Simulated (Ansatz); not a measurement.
Sn nanocrystals, hexagonal, H-capped: binding per atom (eV) at several levels, gas phase, relaxed structures; Ansatz. Core potentials for Sn in the def2 sets, no spin–orbit coupling. Binding counts from free atoms in the multiplicity of their measured ground term, without zero-point energy. The structures are stationary points that may keep the symmetry of their start. Correlated methods freeze inner cores and use unrestricted references for open shells.

| species | state | geometry | PBE-D4/def2-SVP | PBE-D4/def2-TZVP | PBE0-D4/def2-SVP | PBE0-D4/def2-TZVP | MP2/def2-SVP |
| --- | --- | --- | --- | --- | --- | --- | --- |
| Sn11H18 | singlet | PBE-D4/def2-SVP | 2.39 | 2.40 | 2.39 | 2.40 | 2.20 |
| Sn24H30 | singlet | PBE-D4/def2-SVP | 2.49 | 2.50 | 2.48 | 2.50 | 2.30 |
| Sn27H34 | singlet | r2SCAN-D4/def2-SVP | 2.49 | 2.50 | 2.49 | 2.50 | 2.31 |
